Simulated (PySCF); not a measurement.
Simulated C 1s region for `C(#C)[C@H]1[C@](OC)(CC1)F`, binding energy against the vacuum level.

Every computed line was given a Gaussian of 0.4 eV full width at half maximum and an area set by the number of equivalent atoms; the highest printed point is 100. Computed with delta-SCF UKS SCAN, pcX-2 on the ionised atom, pcseg-1 elsewhere, spin-free X2C in PySCF.

binding energy (eV), intensity and a bar:
```
    289.5          0 
    289.6          2 #
    289.7          7 ##
    289.8         17 #####
    289.9         31 #########
    290.0         40 ############
    290.1         36 ###########
    290.2         26 ########
    290.3         21 ######
    290.4         30 #########
    290.5         53 ################
    290.6         81 ########################
    290.7        100 ##############################
    290.8         98 #############################
    290.9         74 ######################
    291.0         44 #############
    291.1         26 ########
    291.2         26 ########
    291.3         35 ###########
    291.4         40 ############
    291.5         33 ##########
    291.6         19 ######
    291.7          8 ##
    291.8          3 #
    291.9          3 #
    292.0          9 ###
    292.1         20 ######
    292.2         34 ##########
    292.3         40 ############
    292.4         33 ##########
    292.5         20 ######
    292.6          8 ##
    292.7          2 #
    292.8          1 
    292.9          0 
    293.0          0 
    293.1          0 
    293.2          0 
    293.3          0 
    293.4          0 
    293.5          0 
    293.6          1 
    293.7          2 #
    293.8          8 ##
    293.9         20 ######
    294.0         33 ##########
    294.1         40 ############
    294.2         34 ##########
    294.3         20 ######
    294.4          9 ###
    294.5          3 #
    294.6          1 
    294.7          0
```

Question: How many maxima does the curve show, and how many computed lines lie under it?

Answer: The curve has 5 maxima (at 290.0, 290.7, 291.4, 292.3 and 294.1 eV). Under it lie 7 lines from 7 inequivalent carbon sites. At this width some lines have no maximum of their own.

Question: Decompose the envelope and assign each component. Numbering: `[CH:1]#[C:2][C@@H:3]1[CH2:4][CH2:5][C@@:6]1([F:7])[O:8][CH3:9]`.

Answer: 
| position (eV) | relative area | line | atoms | environment |
| --- | --- | --- | --- | --- |
| 290.02 | 1 | C 1s | C1 | terminal alkyne carbon |
| 290.59 | 1 | C 1s | C2 | alkyne carbon |
| 290.78 | 1 | C 1s | C5 | four-membered-ring carbon |
| 290.81 | 1 | C 1s | C4 | four-membered-ring carbon |
| 291.39 | 1 | C 1s | C3 | propargylic carbon |
| 292.30 | 1 | C 1s | C9 | methoxy carbon |
| 294.10 | 1 | C 1s | C6 | sp3 C–F carbon |

Lowest listed C 1s: C1, bonded to C (triple bond) and H. Highest, 4.08 eV above it: C6, bonded to F, O and 2 C. The widest gap between neighbouring values is 1.80 eV, between 292.30 and 294.10 eV. The values 290.78 and 290.81 eV lie too close for their order to be trusted.

No satellites, vibrations or lifetime broadening are included. The unrestricted hole states depart most from a pure doublet (⟨S²⟩ = 0.75; over 0.85 named) for C 1s of C2 (0.87), which makes this value less certain. Geometry: PBE0-D3(BJ)/def2-SVP, one conformer, isolated molecule.

Conformer computed: `[CH:1]#[C:2][C@@H:3]1[CH2:4][CH2:5][C@@:6]1([F:7])[O:8][CH3:9]`: C5–C6–O8–C9 171°.
